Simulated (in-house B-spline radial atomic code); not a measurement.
A fraction x of an electron is removed from 3d in the copper ion Cu³⁺, starting from [Ar] 3d8 and keeping the highest spin. All numbers are computed (scalar-relativistic (X2C) LDA VWN5, spin-polarised, spherical fractional occupations; Fermi nucleus of rms radius 3.8823 fm) with a B-spline radial code for spherical atoms, not measured.

```csv
x,E(x) - E(0) (eV),3d down level (eV)
0,0.0000,-48.047
0.07,3.4122,-49.448
0.14,6.9230,-50.862
0.28,14.2435,-53.725
0.42,21.9682,-56.636
0.5,26.5664,-58.320
0.59,31.9011,-60.233
0.73,40.5441,-63.245
0.78,43.7334,-64.332
0.99,57.7270,-68.956
1,58.4176,-69.179
```

The exact functional would give a straight line between the two integer points. Deviations E(x) - E(0) - x[E(1) - E(0)], in eV: -0.677 at x = 0.07, -1.255 at x = 0.14, -2.113 at x = 0.28, -2.567 at x = 0.42, -2.642 at x = 0.5, -2.565 at x = 0.59, -2.101 at x = 0.73, -1.832 at x = 0.78, -0.106 at x = 0.99.

The curve lies below the straight line by up to 2.642 eV (at x = 0.5): convex, the delocalisation error that favours fractional charges.

(1) How well does Slater's transition state (minus the level at half occupation) give the ionisation energy?

Answers

(1) It gives 58.320 eV against 58.418 eV from the two total energies; NIST lists 57.38 eV, ground level to ground level.
